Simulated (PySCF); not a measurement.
Ti(Cl)2(O), SMILES [Cl][Ti](=[O])[Cl] (Cl2OTi), singlet, PBE0/def2-SVP optimised geometry.

```
4

Ti    -0.40    -0.14     0.00
Cl    -1.82     1.56     0.00
Cl     1.82    -0.14     0.00
O     -1.07    -1.56    -0.10
```

Density from PBE0/def2-TZVP in PySCF at that geometry.

Minimum of the electron density along straight lines between bonded atoms, close to the bond critical point (lines longer than 1.1 times the sum of covalent radii, or with two minima, are not listed):

| bond | length / Å | ρ at the minimum / e bohr⁻³ | ∇²ρ there / e bohr⁻⁵ | position (fraction from the first atom) |
|---|---|---|---|---|
| Ti1–Cl2 | 2.216 | 0.093 | 0.28 | 0.46 |
| Ti1–Cl3 | 2.216 | 0.093 | 0.28 | 0.46 |
| Ti1–O4 | 1.569 | 0.305 | 0.99 | 0.52 |
